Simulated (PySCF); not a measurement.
An unknown shows these calculated signals:

1H NMR (600 MHz, computed): δ 5.90 (m, 1H), 5.48 (m, 2H), 4.18 (d, 3H), 2.18 (q, 2H), 1.05 (t, 3H).

13C{1H} NMR (computed): δ 166.3 (C), 119.3 (CH), 90.9 (CH2), 36.9 (CH2), 17.8 (CH3).

PySCF calculation with shielding tensors at PBE0/pcSseg-1 (GIAO) and geometry: GFN2-xTB; no relativistic terms, a single conformation, averaged over atoms made equivalent by symmetry, fast rotation or ring inversion, isolated molecule.

References, each an isolated molecule treated in the same way: 1H (σref 31.72) and 13C (σref 186.93) against TMS.

Task: Which of these does the molecule contain: a Si–H bond, a non-aromatic C=C double bond, a CH3CH2 unit, a CF3 group, a three-membered ring, a carboxylic acid?

Result: 
- A Si–H bond: yes (δH 4.18 (d)).
- A non-aromatic C=C double bond: yes.
- A CH3CH2 unit: yes (δC 17.8, 36.9; δH 1.05 (t), 2.18 (q)).
- A CF3 group: no.
- A three-membered ring: no.
- A carboxylic acid: no.

The data belong to `InChI=1S/C5H11FSi/c1-2-5(3-6)4-7/h4H,2-3H2,1,7H3/b5-4-`; they needn't prove each group on their own.

Carbon signals by region: 1 in the far downfield region (above 160 ppm), 1 in the sp2 and nitrile region (100–160 ppm), 1 at 50–100 ppm, 2 below 50 ppm. Above 160 ppm: 166.3, fully substituted alkene carbon.

Splittings by 19F in the carbon and heteronuclear signals aren't shown, as no couplings were computed. Shifts are as computed. Against solution values, carbons near 30 ppm lie about +3 ppm off and those near 130 ppm about +5 ppm. Of 1309 compounds with measured shifts, 239 miss one by over three times the rms of a fit or turn the order of signals round; such compounds aren't used in these exercises. No couplings were computed; multiplicities are counted from neighbouring protons, with m where these are inequivalent, close in shift, in a saturated or five-membered ring or joined by F or P, and br s for small geminal =CH2 splittings.
